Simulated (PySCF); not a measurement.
dimethylether (C2H6O), singlet, geometry from GFN2-xTB; PySCF with CCSD(T)/STO-3G.

Here is a job for PySCF.
```python
from pyscf import gto, scf, cc

mol = gto.M(
    atom='''
C     0.000999    1.168731   -0.198484
O    -0.016288    0.002183    0.581813
C     0.009862   -1.170187   -0.189459
H    -0.021618    2.008493    0.492846
H     0.909599    1.224719   -0.811800
H    -0.872295    1.217775   -0.861658
H    -0.006410   -2.004736    0.508331
H    -0.863015   -1.230964   -0.852209
H     0.918878   -1.224019   -0.802352
''',
    basis='sto-3g',
    charge=0,
    spin=0,
    verbose=4,
)

mf = scf.RHF(mol)
mf.kernel()

mycc = cc.CCSD(mf, frozen=2)
mycc.kernel()
et = mycc.ccsd_t()
print('E(CCSD(T)) = %.10f' % (mycc.e_tot + et))
```

What the program printed (banner, timings and long lists left out):

```
PySCF version 2.14.0

[INPUT] verbose = 4
[INPUT] num. atoms = 9
[INPUT] num. electrons = 26
[INPUT] charge = 0
[INPUT] spin (= nelec alpha-beta = 2S) = 0
[INPUT] symmetry False subgroup None
[INPUT] Mole.unit = angstrom
[INPUT] Symbol           X                Y                Z      unit          X                Y                Z       unit  Magmom
[INPUT]  1 C      0.000999000000   1.168731000000  -0.198484000000 AA    0.001887836398   2.208581503289  -0.375080400108 Bohr   0.0
[INPUT]  2 O     -0.016288000000   0.002183000000   0.581813000000 AA   -0.030779859117   0.004125272130   1.099467225712 Bohr   0.0
[INPUT]  3 C      0.009862000000  -1.170187000000  -0.189459000000 AA    0.018636479040  -2.211332944526  -0.358025621834 Bohr   0.0
[INPUT]  4 H     -0.021618000000   2.008493000000   0.492846000000 AA   -0.040852099361   3.795501693106   0.931343961587 Bohr   0.0
[INPUT]  5 H      0.909599000000   1.224719000000  -0.811800000000 AA    1.718892993178   2.314383489551  -1.534079667922 Bohr   0.0
[INPUT]  6 H     -0.872295000000   1.217775000000  -0.861658000000 AA   -1.648398649827   2.301261231342  -1.628297633040 Bohr   0.0
[INPUT]  7 H     -0.006410000000  -2.004736000000   0.508331000000 AA   -0.012113144458  -3.788401992056   0.960606370626 Bohr   0.0
[INPUT]  8 H     -0.863015000000  -1.230964000000  -0.852209000000 AA   -1.630861991392  -2.326184829199  -1.610441610889 Bohr   0.0
[INPUT]  9 H      0.918878000000  -1.224019000000  -0.802352000000 AA    1.736427761888  -2.313060681264  -1.516225535497 Bohr   0.0

nuclear repulsion = 84.191027024848
number of shells = 15
number of NR pGTOs = 63
number of NR cGTOs = 21
basis = sto-3g
ecp = {}

******** <class 'pyscf.scf.hf.RHF'> ********
method = RHF
initial guess = minao
damping factor = 0
level_shift factor = 0
DIIS = <class 'pyscf.scf.diis.CDIIS'>
diis_start_cycle = 1
diis_space = 8
diis_damp = 0
SCF conv_tol = 1e-09
SCF conv_tol_grad = None
SCF max_cycles = 50
direct_scf = True
direct_scf_tol = 1e-13
Set gradient conv threshold to 3.16228e-05
Initial guess from minao.
init E= -152.420732026949
  HOMO = -0.271730076907378  LUMO = 0.392530599205179  gap/eV = 18.07545
cycle= 1 E= -152.071488306671  delta_E= 0.349  |g|= 0.408  |ddm|= 3.36
  HOMO = -0.233657097306772  LUMO = 0.587376307055349  gap/eV = 22.34146
cycle= 2 E= -152.127249214252  delta_E= -0.0558  |g|= 0.116  |ddm|= 0.637
  HOMO = -0.327949124722926  LUMO = 0.575669651259925  gap/eV = 24.58872
cycle= 3 E= -152.131293304205  delta_E= -0.00404  |g|= 0.0211  |ddm|= 0.156
  HOMO = -0.333396786651519  LUMO = 0.572412174965488  gap/eV = 24.64832
cycle= 4 E= -152.13154236384  delta_E= -0.000249  |g|= 0.00207  |ddm|= 0.0497
  HOMO = -0.332751881820517  LUMO = 0.57327878356995  gap/eV = 24.65435
cycle= 5 E= -152.131544901301  delta_E= -2.54e-06  |g|= 0.00048  |ddm|= 0.00483
  HOMO = -0.33311787716151  LUMO = 0.57300286319156  gap/eV = 24.65680
cycle= 6 E= -152.131545048954  delta_E= -1.48e-07  |g|= 6.25e-05  |ddm|= 0.00143
  HOMO = -0.333124166739365  LUMO = 0.573024801336414  gap/eV = 24.65757
cycle= 7 E= -152.131545051695  delta_E= -2.74e-09  |g|= 1.66e-05  |ddm|= 0.000179
  HOMO = -0.333126681328238  LUMO = 0.573021667240314  gap/eV = 24.65755
cycle= 8 E= -152.131545051904  delta_E= -2.08e-10  |g|= 1.78e-06  |ddm|= 5.72e-05
  HOMO = -0.333126833605885  LUMO = 0.573022235469285  gap/eV = 24.65757
Extra cycle  E= -152.131545051906  delta_E= -1.65e-12  |g|= 6.66e-07  |ddm|= 2.99e-06
converged SCF energy = -152.131545051906

******** <class 'pyscf.cc.ccsd.CCSD'> ********
CC2 = 0
CCSD nocc = 11, nmo = 19
frozen orbitals 2
max_cycle = 50
direct = 0
conv_tol = 1e-07
conv_tol_normt = 1e-05
diis_space = 6
diis_start_cycle = 0
diis_start_energy_diff = 1e+09
Init t2, MP2 energy = -152.270848336354  E_corr(MP2) -0.139303284448306
Init E_corr(CCSD) = -0.139303284448493
cycle = 1  E_corr(CCSD) = -0.170384532650735  dE = -0.0310812482  norm(t1,t2) = 0.0496596
cycle = 2  E_corr(CCSD) = -0.180331490044598  dE = -0.00994695739  norm(t1,t2) = 0.0173356
cycle = 3  E_corr(CCSD) = -0.185682251713874  dE = -0.00535076167  norm(t1,t2) = 0.00703428
cycle = 4  E_corr(CCSD) = -0.185954178757698  dE = -0.000271927044  norm(t1,t2) = 0.00124278
cycle = 5  E_corr(CCSD) = -0.18594606794949  dE = 8.11080821e-06  norm(t1,t2) = 0.000510334
cycle = 6  E_corr(CCSD) = -0.18594655873387  dE = -4.9078438e-07  norm(t1,t2) = 8.13473e-05
cycle = 7  E_corr(CCSD) = -0.185944825487644  dE = 1.73324623e-06  norm(t1,t2) = 2.66349e-05
cycle = 8  E_corr(CCSD) = -0.1859449147874  dE = -8.92997555e-08  norm(t1,t2) = 8.62639e-06
CCSD converged
E(CCSD) = -152.3174899666929  E_corr = -0.1859449147874
CCSD(T) correction = -0.00160380101995805
E(CCSD(T)) = -152.3190937677
```
